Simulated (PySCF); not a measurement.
A calculated (r2SCAN, PySCF 2.14, dyall-acv3z, the non-relativistic Hamiltonian (point nucleus)) atom or ion has these occupied shells.

```csv
shell,electrons,orbital energy (eV),"rms radius, mean of both spins (bohr)"
1s α,1,-1517.8,0.140
1s β,1,-1517.8,0.140
2s α,1,-111.18,0.684
2s β,1,-111.13,0.684
2p α,3,-71.395,0.679
2p β,3,-71.308,0.679
3s α,1,-8.033,2.78
3s β,1,-7.377,2.78
3p α,1,-3.342,3.64
```

(1) Name the element and its charge.

Results:

(1) Al (aluminium, neutral), in [Ne] 3s2 3p1, 2P determinant.
